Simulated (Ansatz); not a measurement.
C5H12ClFNNb, SMILES `CC(C)(C)[N]=[Nb]([CH3])([F])[Cl]`, relaxed with RKS PBE-D4/def2-SVP in the Gaussian-basis code of Ansatz from a rough embedded geometry. The force threshold is 0.03 eV/Å; the program also tests the step.

Total charge 0; spin multiplicity 1. Nb takes the def2 core potential.

Start:

```xyz
21

C    -2.375   -0.758    0.000
C    -1.069    0.025    0.204
C    -0.469   -0.445    1.501
C    -1.335    1.475    0.306
N    -0.159   -0.255   -0.874
Nb    1.614    0.513   -0.937
C     3.097   -1.132   -0.927
F     2.017    1.667    0.633
Cl    1.869    1.817   -2.937
H    -2.148   -1.827   -0.117
H    -2.805   -0.407   -1.030
H    -3.083   -0.575    0.759
H     0.483    0.099    1.693
H    -0.207   -1.516    1.460
H    -1.166   -0.277    2.381
H    -1.753    1.872   -0.715
H    -0.419    2.093    0.448
H    -2.077    1.763    1.055
H     3.099   -1.582   -1.939
H     2.813   -1.845   -0.223
H     4.076   -0.707   -0.741
```

```tsv
step	energy (eV)	largest force (eV/Å)	largest move (Å)
1	-23637.6281	4.170	0.000
2	-23638.7961	1.342	0.199
3	-23639.0375	0.492	0.193
4	-23639.1290	0.743	0.195
5	-23639.2073	0.548	0.190
6	-23639.2862	0.165	0.200
7	-23639.3195	0.113	0.200
8	-23639.3357	0.065	0.191
9 (rejected)	-23639.3328	0.504	0.195
10	-23639.3414	0.057	0.098
11	-23639.3430	0.169	0.096
12	-23639.3450	0.097	0.040
13	-23639.3458	0.030	0.021
14	-23639.3461	0.017	0.029
15	-23639.3462	0.021	0.033
```

End:

```xyz
21

C    -1.783   -0.765   -0.410
C    -0.918    0.201    0.426
C    -0.672   -0.375    1.835
C    -1.597    1.584    0.522
N     0.357    0.365   -0.233
Nb    1.879    0.697   -1.035
C     2.763   -1.262   -1.075
F     2.917    1.812    0.082
Cl    1.425    1.381   -3.216
H    -1.289   -1.753   -0.497
H    -1.939   -0.362   -1.430
H    -2.774   -0.910    0.067
H    -0.031    0.306    2.428
H    -0.168   -1.360    1.771
H    -1.633   -0.510    2.372
H    -1.757    2.010   -0.488
H    -0.966    2.288    1.101
H    -2.581    1.497    1.026
H     2.117   -1.974   -1.633
H     2.889   -1.659   -0.044
H     3.759   -1.210   -1.569
```

Hardware: 6 threads of an AMD EPYC 7R13 on a shared host and a share of an NVIDIA H100 80 GB. Wall time 27 s, peak host memory 0.88 GiB.
